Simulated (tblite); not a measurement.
Isomers of C7H13NOSi. Calculated harmonic vibrations of the isolated species, GFN2-xTB (tblite), most abundant isotopes, no scaling. Against measured fundamentals such values can be off by several per cent, at times by over 20. Modes of hydrogen on silicon can be 10 to 20 % off. One conformer each.

Electronic energies: GFN2-xTB at the same geometries; isomer energies are rough at this level and their order can be wrong.

| SMILES | electronic energy, lowest = 0 (kcal/mol) |
| --- | --- |
| C=C([SiH2]N)C(=O)CC1CC1 | 47.9 |
| COC1=CC=C(N(C)C)[SiH2]1 | 48.9 |
| C1=C[Si@@H](NC2CCC2)OC1 | 0.0 |
| C[C@@](C=O)(CC#N)CC[SiH3] | 50.3 |

Question: How do GFN2-xTB zero-point energies change the relative energies?

Answer: 
```json
{"SMILES": "C1=C[Si@@H](NC2CCC2)OC1", "ZPE (kcal/mol)": "118.3", "of it from modes above 1550 cm⁻¹": "57.7", "electronic (kcal/mol)": "0.0", "with ZPE, lowest = 0 (kcal/mol)": "0.0", "lowest mode (cm⁻¹)": "34", "rings": "2"}
{"SMILES": "C=C([SiH2]N)C(=O)CC1CC1", "ZPE (kcal/mol)": "114.0", "of it from modes above 1550 cm⁻¹": "60.6", "electronic (kcal/mol)": "47.9", "with ZPE, lowest = 0 (kcal/mol)": "43.6", "lowest mode (cm⁻¹)": "22", "rings": "1"}
{"SMILES": "COC1=CC=C(N(C)C)[SiH2]1", "ZPE (kcal/mol)": "114.1", "of it from modes above 1550 cm⁻¹": "57.9", "electronic (kcal/mol)": "48.9", "with ZPE, lowest = 0 (kcal/mol)": "44.7", "lowest mode (cm⁻¹)": "58", "rings": "1"}
{"SMILES": "C[C@@](C=O)(CC#N)CC[SiH3]", "ZPE (kcal/mol)": "112.4", "of it from modes above 1550 cm⁻¹": "58.2", "electronic (kcal/mol)": "50.3", "with ZPE, lowest = 0 (kcal/mol)": "44.3", "lowest mode (cm⁻¹)": "31", "rings": "0"}
```

The zero-point energies span 5.9 kcal/mol, from `C[C@@](C=O)(CC#N)CC[SiH3]` to `C1=C[Si@@H](NC2CCC2)OC1`. The lowest isomer stays, but the order above it changes.

Question: What do entropy and thermal enthalpy add at 298.15 K and 1 bar (rigid rotor, harmonic oscillator, one conformer each)?

Answer: 
```csv
SMILES,point group,symmetry number,S (cal/(mol K)),H − H(0) (kcal/mol),ZPE + H − H(0) − TS (kcal/mol)
C1=C[Si@@H](NC2CCC2)OC1,C1,1,105.3,7.43,94.4
COC1=CC=C(N(C)C)[SiH2]1,C1,1,108.5,8.43,90.2
C[C@@](C=O)(CC#N)CC[SiH3],C1,1,114.9,8.86,86.9
```

Not tabulated: `C=C([SiH2]N)C(=O)CC1CC1` (lowest mode only 22 cm⁻¹).
